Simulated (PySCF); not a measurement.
Record of a relaxation.

C2H7ClO2Si.
Numbering: `[CH3:1][O:2][SiH:3]([Cl:4])[O:5][CH3:6]` (hydrogens: H7, H8, H9 on C1; H10 on Si3; H11, H12, H13 on C6)

Computed by this run: PySCF 2.14.0, PBE0-D3(BJ)/def2-SVP geometry optimisation, gas phase; density fitting, grid level 1; the optimiser is geomeTRIC in internal coordinates, started from a GFN2-xTB structure with every atom displaced at random (about 0.01 Å). 8 of its 32 geometries are shown. The frame can shift and turn from step to step; on so coarse a grid that alone can change the energy by a few meV, and forces under 0.02 eV/Å are noise.

Step 0: E = -26660.0559 eV, largest atomic force 1.841 eV/Å
```
atom  x, y, z in Å  |  force x, y, z in eV/Å
C1     -2.265   -0.627   -0.341   -0.701   1.659   0.383
O2     -0.900   -0.445   -0.352    0.295  -0.834  -0.044
Si3    -0.030    0.912   -0.280    1.049  -0.206   0.905
Cl4    -0.477    2.197   -1.724   -0.722   1.083  -1.104
O5      1.512    0.530   -0.617    0.278   0.065  -0.112
C6      2.388   -0.369   -0.008   -0.922  -0.012  -0.177
H7     -2.497   -1.602   -0.724   -0.335  -0.913  -0.264
H8     -2.751    0.150   -0.986   -0.039  -0.490   0.219
H9     -2.675   -0.499    0.691    0.016  -0.239  -0.376
H10    -0.164    1.557    1.038   -0.117   0.129   0.200
H11     2.622   -1.163   -0.715    0.248  -0.384  -0.207
H12     1.964   -0.825    0.892   -0.053  -0.168   0.279
H13     3.279    0.167    0.255    1.002   0.309   0.298
```

Step 4: E = -26660.2392 eV, largest atomic force 0.115 eV/Å
```
atom  x, y, z in Å  |  force x, y, z in eV/Å
C1     -2.266   -0.596   -0.404   -0.043   0.084  -0.002
O2     -0.871   -0.463   -0.375   -0.006  -0.017  -0.013
Si3    -0.008    0.931   -0.268    0.040  -0.048   0.097
Cl4    -0.667    2.272   -1.669   -0.039   0.076  -0.073
O5      1.554    0.601   -0.620    0.052   0.030  -0.002
C6      2.380   -0.344    0.008   -0.069  -0.029   0.002
H7     -2.520   -1.589   -0.799   -0.008  -0.063   0.007
H8     -2.734    0.161   -1.059    0.011  -0.013   0.008
H9     -2.705   -0.499    0.605    0.007  -0.016  -0.018
H10    -0.162    1.553    1.071    0.003  -0.010   0.001
H11     2.582   -1.182   -0.677    0.005  -0.011  -0.007
H12     1.934   -0.761    0.928    0.012   0.002   0.002
H13     3.339    0.127    0.273    0.035   0.014   0.000
```

Step 9: E = -26660.2508 eV, largest atomic force 0.269 eV/Å
```
atom  x, y, z in Å  |  force x, y, z in eV/Å
C1     -2.269   -0.549   -0.507    0.015   0.021   0.029
O2     -0.881   -0.411   -0.377    0.016  -0.094   0.011
Si3     0.014    0.942   -0.138   -0.083   0.192  -0.169
Cl4    -0.651    2.433   -1.405    0.067  -0.130   0.112
O5      1.567    0.628   -0.548    0.005   0.003   0.040
C6      2.359   -0.402   -0.016    0.023  -0.012  -0.012
H7     -2.500   -1.607   -0.698   -0.003   0.006  -0.017
H8     -2.653    0.053   -1.347   -0.016   0.004  -0.001
H9     -2.802   -0.244    0.411    0.001   0.004   0.000
H10    -0.098    1.423    1.261   -0.007   0.004   0.003
H11     2.213   -1.339   -0.579   -0.010  -0.005   0.011
H12     2.139   -0.604    1.048   -0.003   0.014   0.005
H13     3.417   -0.110   -0.093   -0.004  -0.006  -0.012
```

Step 13: E = -26660.2647 eV, largest atomic force 0.106 eV/Å
```
atom  x, y, z in Å  |  force x, y, z in eV/Å
C1     -2.261   -0.515   -0.533   -0.040   0.038  -0.007
O2     -0.865   -0.399   -0.505    0.026  -0.029   0.004
Si3     0.022    0.946   -0.182    0.008  -0.074   0.075
Cl4    -0.540    2.472   -1.431   -0.033   0.061  -0.067
O5      1.589    0.608   -0.508    0.049   0.057  -0.014
C6      2.345   -0.440    0.039   -0.035  -0.033   0.009
H7     -2.524   -1.523   -0.886   -0.001  -0.014   0.004
H8     -2.715    0.220   -1.220    0.007  -0.005   0.004
H9     -2.706   -0.374    0.468    0.005  -0.009  -0.003
H10    -0.180    1.394    1.219    0.001   0.005  -0.007
H11     1.924   -1.423   -0.231    0.001  -0.002   0.002
H12     2.401   -0.377    1.141    0.006   0.002   0.002
H13     3.367   -0.377   -0.359    0.007   0.003  -0.003
```

Step 18: E = -26660.2687 eV, largest atomic force 0.272 eV/Å
```
atom  x, y, z in Å  |  force x, y, z in eV/Å
C1     -2.159   -0.582   -0.539    0.014   0.070  -0.022
O2     -0.782   -0.387   -0.359   -0.037  -0.102   0.035
Si3     0.005    1.031   -0.108    0.010   0.222  -0.157
Cl4    -0.588    2.403   -1.532    0.033  -0.068   0.092
O5      1.605    0.753   -0.317   -0.032  -0.095   0.084
C6      2.276   -0.434    0.039    0.009   0.086  -0.016
H7     -2.336   -1.641   -0.771   -0.009  -0.041   0.003
H8     -2.542    0.027   -1.376   -0.010  -0.005   0.013
H9     -2.732   -0.324    0.369    0.001  -0.019  -0.010
H10    -0.308    1.619    1.217    0.000  -0.025   0.012
H11     1.693   -1.327   -0.235   -0.002  -0.008  -0.004
H12     2.486   -0.466    1.122   -0.003  -0.004  -0.012
H13     3.236   -0.460   -0.496    0.027  -0.011  -0.018
```

Step 22: E = -26660.2997 eV, largest atomic force 0.293 eV/Å
```
atom  x, y, z in Å  |  force x, y, z in eV/Å
C1     -2.117   -0.675   -0.529   -0.021  -0.073   0.010
O2     -0.805   -0.396   -0.121    0.031   0.112  -0.055
Si3    -0.076    1.078    0.002   -0.030  -0.244   0.159
Cl4    -0.484    2.192   -1.679   -0.024   0.024  -0.159
O5      1.526    0.812    0.143    0.014   0.133   0.171
C6      2.292   -0.355    0.015   -0.048  -0.037  -0.118
H7     -2.229   -1.766   -0.631    0.011   0.046  -0.015
H8     -2.352   -0.207   -1.500    0.014   0.010  -0.011
H9     -2.859   -0.327    0.210    0.001   0.016   0.012
H10    -0.573    1.859    1.156    0.050   0.020  -0.006
H11     1.663   -1.237   -0.186    0.001   0.001  -0.003
H12     2.856   -0.529    0.945    0.005   0.011   0.001
H13     3.012   -0.237   -0.811   -0.003  -0.018   0.013
```

Step 27: E = -26660.3608 eV, largest atomic force 0.114 eV/Å
```
atom  x, y, z in Å  |  force x, y, z in eV/Å
C1     -2.194   -0.733   -0.530    0.023   0.026  -0.027
O2     -0.946   -0.498    0.065   -0.026  -0.008   0.031
Si3    -0.123    0.920    0.166    0.036   0.056  -0.090
Cl4    -0.065    1.736   -1.747   -0.035  -0.032   0.104
O5      1.398    0.615    0.683    0.004   0.003  -0.040
C6      2.334   -0.166   -0.020    0.000  -0.035   0.022
H7     -2.308   -1.814   -0.694   -0.008  -0.010   0.005
H8     -2.282   -0.222   -1.505   -0.007  -0.009  -0.004
H9     -3.019   -0.392    0.119    0.001  -0.004  -0.003
H10    -0.729    1.900    1.090    0.005  -0.003  -0.002
H11     1.976   -1.202   -0.147    0.009  -0.007  -0.004
H12     3.273   -0.189    0.552   -0.006   0.021   0.011
H13     2.540    0.258   -1.018    0.004   0.004  -0.003
```

Step 31: E = -26660.3646 eV, largest atomic force under 0.02 eV/Å
```
atom  x, y, z in Å  |  force x, y, z in eV/Å
C1     -2.184   -0.728   -0.544    0.000  -0.004  -0.005
O2     -0.961   -0.482    0.096   -0.005   0.008   0.016
Si3    -0.126    0.930    0.191    0.003  -0.013   0.003
Cl4    -0.129    1.772   -1.704   -0.001   0.007  -0.017
O5      1.406    0.615    0.664    0.006  -0.001   0.000
C6      2.332   -0.182   -0.034   -0.004   0.004   0.001
H7     -2.329   -1.815   -0.619    0.001   0.001  -0.001
H8     -2.203   -0.301   -1.562   -0.001  -0.001  -0.001
H9     -3.031   -0.307    0.026    0.001   0.001   0.000
H10    -0.696    1.898    1.148    0.001   0.001  -0.001
H11     1.979   -1.223   -0.122    0.001  -0.003   0.003
H12     3.281   -0.178    0.521    0.000   0.001   0.001
H13     2.516    0.213   -1.047   -0.001  -0.001   0.001
```

Task: Summarise the path.

Result: The energy falls by 7.12 kcal/mol from step 0 to step 31; nine tenths of that is first reached at step 23. It rises by more than 0.2 meV at step 27. The largest force goes from 1.841 to under 0.02 eV/Å. Among the bonds Si3–Cl4 changes most, from 1.984 to 2.073 Å; the atoms move by 0.845 Å rms after alignment.

Task: Follow the three bonds and two angles with the largest change from start to end.

Result: 
| step | E above end (kcal/mol) | largest force (eV/Å) | Si3–Cl4 (Å) | C6–H13 (Å) | O2–Si3 (Å) | Cl4–Si3–O5 (°) | O2–Si3–Cl4 (°) |
| --- | --- | --- | --- | --- | --- | --- | --- |
| 0 | 7.12 | 1.841 | 1.984 | 1.072 | 1.613 | 102.4 | 113.0 |
| 1 | 3.34 | 0.435 | 2.080 | 1.107 | 1.643 | 107.7 | 109.3 |
| 3 | 2.94 | 0.137 | 2.054 | 1.100 | 1.641 | 107.0 | 109.7 |
| 4 | 2.89 | 0.115 | 2.049 | 1.100 | 1.643 | 107.0 | 109.9 |
| 5 | 2.86 | 0.150 | 2.048 | 1.101 | 1.645 | 106.9 | 110.1 |
| 7 | 2.78 | 0.081 | 2.056 | 1.102 | 1.645 | 106.8 | 109.9 |
| 8 | 2.72 | 0.145 | 2.061 | 1.101 | 1.643 | 106.8 | 109.6 |
| 9 | 2.63 | 0.269 | 2.066 | 1.100 | 1.640 | 106.9 | 109.3 |
| 11 | 2.41 | 0.189 | 2.061 | 1.099 | 1.638 | 107.2 | 109.5 |
| 12 | 2.34 | 0.112 | 2.052 | 1.099 | 1.641 | 107.2 | 109.9 |
| 13 | 2.31 | 0.106 | 2.050 | 1.099 | 1.643 | 107.2 | 110.0 |
| 15 | 2.27 | 0.070 | 2.054 | 1.100 | 1.646 | 107.2 | 109.8 |
| 16 | 2.27 | 0.093 | 2.058 | 1.100 | 1.646 | 107.4 | 109.6 |
| 18 | 2.21 | 0.272 | 2.064 | 1.099 | 1.641 | 107.8 | 109.3 |
| 19 | 2.15 | 0.251 | 2.065 | 1.099 | 1.640 | 108.3 | 109.4 |
| 20 | 2.05 | 0.095 | 2.062 | 1.100 | 1.642 | 108.9 | 109.6 |
| 22 | 1.50 | 0.293 | 2.058 | 1.102 | 1.649 | 110.7 | 109.6 |
| 23 | 0.71 | 0.431 | 2.059 | 1.105 | 1.652 | 112.2 | 108.5 |
| 24 | 0.43 | 0.326 | 2.065 | 1.105 | 1.650 | 112.2 | 107.4 |
| 26 | 0.05 | 0.061 | 2.077 | 1.104 | 1.644 | 110.3 | 107.2 |
| 27 | 0.09 | 0.114 | 2.080 | 1.103 | 1.642 | 109.7 | 107.2 |
| 28 | 0.00 | 0.048 | 2.077 | 1.103 | 1.643 | 110.3 | 107.3 |
| 30 | 0.00 | 0.022 | 2.075 | 1.104 | 1.643 | 110.2 | 107.2 |
| 31 | 0.00 | under 0.02 | 2.073 | 1.104 | 1.643 | 110.1 | 107.2 |

The cost below is that of the whole optimisation. Time: 5.9 min wall; peak memory 0.53 GiB. Hardware: an Arm Neoverse N1 with one thread, shared host with 64 logical CPUs at a one-minute load of 60.
